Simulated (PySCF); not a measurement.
## Radial density of Co³⁺ (cobalt, charge +3)

BP86, [Ar] 3d6, high-spin 5D determinant. Calculation: PySCF 2.14, in jorge-DZP-DKH (8s6p2d1f, 43 functions); the spin-free X2C one-electron Hamiltonian (Gaussian nucleus).

```tsv
r (bohr)	4πr²ρ (e/bohr)	4πr²(ρα − ρβ)
0.00114	0.3103	0.0000
0.00191	0.7671	0.0000
0.00322	1.868	-0.0001
0.00541	4.387	-0.0003
0.00911	9.598	-0.0006
0.0153	18.53	-0.0011
0.0258	28.97	-0.0018
0.0433	32.43	-0.0024
0.0729	26.31	-0.0009
0.123	30.39	0.0535
0.206	35.19	0.5043
0.347	16.67	2.0971
0.583	17.74	4.0918
0.981	11.46	3.1206
1.65	1.859	0.7393
2.78	0.09345	0.0544
4.67	0.0002082	0.0000
```

Densities and radii are taken from the X2C orbitals without a picture-change correction, which distorts them close to the nucleus.

(1) Where is the radial spin density 4πr²(ρα − ρβ) most negative, and why is it negative at all?

Answers

(1) Around r = 0.0433 bohr, down to -0.0024 e/bohr: exchange with the open shell polarises the paired shells in an unrestricted calculation.
